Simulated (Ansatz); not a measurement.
[MnNF4]2- (MnNF4²⁻). The state is a singlet with charge -2. Geometry PBE0-D4/def2-SVPD; atoms count from 1.

```xyz
6

Mn    0.0456   -0.0912    0.0050
N     0.7049   -1.4109    0.0772
F    -1.7315   -0.4256   -0.5598
F     0.3332    0.5410   -1.7574
F     1.3565    1.1762    0.5187
F    -0.7087    0.2106    1.7163
```

A multiply charged anion in the gas phase is held together partly by the finite basis. Removing one electron lowers the energy by 2.01 eV at PBE0-D4/def2-TZVPD, so it isn't bound. The restricted singlet is unstable: a solution with broken spin symmetry lies lower. The highest occupied level of the charge -2 singlet lies above zero (up to 3.16 eV). By energy differences it is unbound by 2.63 eV (vertical, to the charge -1 doublet, at PBE-D4/def2-TZVPD) and held by the finite basis. At PBE0-D4/def2-TZVPD a triplet of charge -2 lies 0.62 eV below the restricted singlet, each at its own geometry. That triplet is doubtful there (⟨S²⟩ 3.47, where a pure state has 2.00).

(1) Estimate the Mulliken populations from the PBE0/def2-TZVPD orbitals of Ansatz.

(2) And the Mayer bond orders between bonded heavy atoms (over 0.3)?

Results:

(1) 
| atom | charge (e) | d electrons |
| --- | --- | --- |
| Mn1 | 1.50 | 5.15 |
| N2 | -0.70 | – |
| F3 | -0.70 | – |
| F4 | -0.70 | – |
| F5 | -0.70 | – |
| F6 | -0.70 | – |
Mulliken values and Mayer orders depend strongly on the basis. With diffuse functions, as here, like atoms can get unlike values, and bond orders can come out too low or too high.

(2) Mn1–N2 2.64 (1.48 Å); Mn1–F3 0.36 (1.89 Å); Mn1–F4 0.36 (1.89 Å); Mn1–F5 0.36 (1.89 Å); Mn1–F6 0.36 (1.89 Å).
